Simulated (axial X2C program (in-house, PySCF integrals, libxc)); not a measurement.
# SiSb⁻: from the spin-free to the two-component result

Computed with an in-house relativistic program for diatomic molecules. Spin-free means the one-electron spin-free X2C Hamiltonian; two-component (2c) means X2C with spin–orbit coupling and atomic mean-field two-electron Coulomb and Gaunt terms, so the difference of the two also holds small scalar two-electron terms. Basis: Sb dyall-acv3z [12s13p9d5f1g], Si dyall-av3z [9s8p3d2f] (cores contracted in-house); Gaussian nuclei, density fitting, unrestricted open shells. Masses: Sb 120.904 u, Si 27.977 u.

Spin-free state: M_S = 0, Λ = 0 (closed shell); fragments Sb + Si-.

```tsv
level	Re (Å)	ωe (cm⁻¹)	De (eV)	μ (D)
PBE0	2.305	467.6	3.997	-2.90
```

Dipoles are positive if Si is the positive end and refer to the centre of mass.

Two-component determinant lowest at the distance of the search:

Ω = 0 (closed shell); fragments Sb + Si-.

```json
{"level": "PBE0", "Re (Å)": "2.306", "ωe (cm⁻¹)": "464.8", "De (eV)": "3.955", "μ (D)": "-2.94"}
```

(1) From the two tables, how do the constants change at the PBE0 level (2c against spin-free)?

The state is a single determinant with fixed occupations, the lowest that a limited PBE0 search found. Closed shells are restricted here (equal orbitals for both partners); the stretched side of such a curve lies too high. De is counted from the lowest determinant-based energies of the atoms at the same level, without counterpoise correction. The functionals have no current-density term, which raises determinants with orbital currents, atoms included.

## Answers

(1) At the PBE0 level Re rises by 0.001 Å and ωe drops by 2.8 cm⁻¹; De changes by -0.042 eV.
